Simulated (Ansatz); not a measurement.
Isomers of CH3ClOSi, relaxed with PBE0-D4/def2-TZVP in Ansatz; electronic energies, one conformer each and not always the lowest. Functionals use def2-TZVPP; CBS adds triple-zeta CCSD(T) − MP2 to the MP2 limit of def2-TZVPP and def2-QZVPP.

Question: Order them by energy at frozen-core CCSD(T)/CBS, lowest first. (Estimate.)
A. `CO[Si]Cl`
B. `O=C[SiH2]Cl`
C. `ClC1O[SiH2]1`
D. `Cl[SiH]1CO1`

Answer: A (0.0 kJ/mol), D (61.2 kJ/mol), B (100.0 kJ/mol), C (218.2 kJ/mol).

Question: How do MP2/CBS(def2), r2SCAN-D4, PBE0-D4, PBE-D4 place them (kJ/mol, against `CO[Si]Cl`)? (Estimate.)

Answer: Ansatz gave: 
| isomer | MP2/CBS(def2) | r2SCAN-D4 | PBE0-D4 | PBE-D4 |
| --- | --- | --- | --- | --- |
| `Cl[SiH]1CO1` | 49.9 | 47.5 | 58.2 | 61.4 |
| `ClC1O[SiH2]1` | 211.1 | 203.5 | 211.1 | 207.1 |
| `O=C[SiH2]Cl` | 100.2 | 93.8 | 100.7 | 99.9 |
